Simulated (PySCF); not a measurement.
Electron correlation in Tc⁴¹⁺ (technetium, charge +41)

Starting occupation: 1s2. Computed with PySCF 2.14 in an even-tempered Gaussian basis (16 s from 8.5 bohr⁻², ratio 2.6; 12 p from 11 bohr⁻², ratio 2.6; 6 d from 11 bohr⁻², ratio 2.8; 3 f from 490 bohr⁻², ratio 2.8), with X2C-1e with screened-nucleus spin-orbit coupling, Gaussian nucleus. Frozen: nothing; 2 electrons correlated; the 32 highest virtual spinors left out.

Total MP2 correlation energy: -52.66 mhartree.

With two correlated electrons CCSD is exact within the correlated space (frozen core and kept virtual orbitals).

The virtual space was cut to 52 spinors, which keep -49.83 of the -52.66 mhartree of MP2 correlation.

```tsv
level	correlation energy (mhartree)
CCSD	-50.22
```

Diagnostics: T1 = 2.2e-06, largest double amplitude 0.002.

Q: Is a single reference adequate?

A: Yes: T1 lies below 0.03 and no double amplitude reaches 0.07.

The coupled-cluster values are those of the cut space; adding the MP2 remainder, -2.83 mhartree, estimates the full space.

At this charge the one-electron X2C treatment keeps the bare 1/r₁₂, with no two-electron picture change or Breit term. That inflates the 1s pair energies well beyond their four-component values.
